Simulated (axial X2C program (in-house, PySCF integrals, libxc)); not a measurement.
**What spin–orbit coupling does to WS⁻**

All values were computed with an axial X2C code built on PySCF integrals. Spin-free means the one-electron spin-free X2C Hamiltonian; two-component (2c) means X2C with spin–orbit coupling and atomic mean-field two-electron Coulomb and Gaunt terms, so the difference of the two also holds small scalar two-electron terms. Basis: W dyall-acv3z [14s15p10d7f4g], S dyall-av3z [9s8p3d2f] (cores contracted in-house); Gaussian nuclei, density fitting, unrestricted open shells. Masses: W 183.951 u, S 31.972 u.

Spin-free state: M_S = 5/2, Λ = 0 (beyond evenly filled blocks: σα, π+α, π-α, δ+α, δ-α); fragments W + S-.

```tsv
level	Re (Å)	ωe (cm⁻¹)	μ (D)
PBE0	2.195	447.3	-4.33
BHandHLYP	2.213	438.7	-5.13
```

Dipoles are positive if S is the positive end and refer to the centre of mass.

Two-component determinant lowest at the distance of the search:

Ω = 1/2 (⟨Sz⟩ = 1.44, ⟨Lz⟩ = -0.94 at PBE0); fragments W + S-.

```tsv
level	Re (Å)	ωe (cm⁻¹)	μ (D)
PBE0	2.146	485.1	-1.73
BHandHLYP	2.159	482.5	-2.64
```

Task: From the two tables, how do the constants change at the PBE0 level (2c against spin-free)?

Result: At the PBE0 level Re decreases by 0.049 Å and ωe goes up by 37.8 cm⁻¹. The two determinants differ in configuration, so these shifts compare two states and are not the spin–orbit effect on one state.

One determinant describes the state; a PBE0 search over occupations chose it and may have missed a lower one. De is not given where an atomic determinant may have missed its ground term or J level, or where the truncated virtual space spoils (T). Density functionals use the spin component along the axis (collinear). PBE0 can misorder states that lie within some tenths of an eV, so this need not be the ground state of the molecule. The nearest other spin-free determinant of the search, M_S = 3/2, Λ = 1, lies 0.10 eV up at the distance of the search. The functionals have no current-density term, which raises determinants with orbital currents, atoms included. With several unpaired electrons one determinant need not be a pure state. The highest occupied level of some functionals is positive through self-interaction error; at Hartree–Fock it is bound. The stretched end of a curve changes character and is left out.
